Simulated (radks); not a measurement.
The numbers below are computed, except where a source is named.
Task: Code: a radial shooting solver on a logarithmic mesh with Libxc functionals. Model: scalar-relativistic Kohn-Sham, LDA (Slater exchange, Perdew-Wang correlation), spin-polarised, spherical densities, finite nucleus; open shells are filled with parallel spins first (spin-orbit coupling, left out, can overturn this in heavy ions); Fermi nuclear charge, rms radius of each element as measured or else 0.836 A^(1/3) + 0.57 fm. Response by self-consistent Sternheimer equations with the Hartree and adiabatic LDA kernel, the relativistic mass of each level held fixed and spin-orbit coupling left out. For heavy and open-shell atoms this level of theory can miss by tens of per cent. Rank Ho3+, Ni+, Mo, V2+, Ba3+, Cs3+, Ar2+ (NIST ground configurations) by static dipole polarisability, largest first.

Result: Mo 71.31, Ni+ 9.239, Cs3+ 8.831, Ba3+ 8.263, Ho3+ 5.213, V2+ 5.007, Ar2+ 4.822 bohr^3.
